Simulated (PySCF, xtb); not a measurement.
C10H7N3, SMILES C1=CC2=NC=CC3=CC=NC(=C1)N32.

GFN2-xTB run with xtb at its own geometry gives an orbital gap of 1.66 eV and a dipole moment of 1.21 D.

Geometry optimised at PBE-D3(BJ)/def2-SVP.

Task: What does PySCF with CAM-B3LYP/def2-SVP give? (An estimate is asked for; the answer gives what the named calculation found.)

Result: gap 5.03 eV (levels -6.10 and -1.06 eV), dipole 1.16 D.
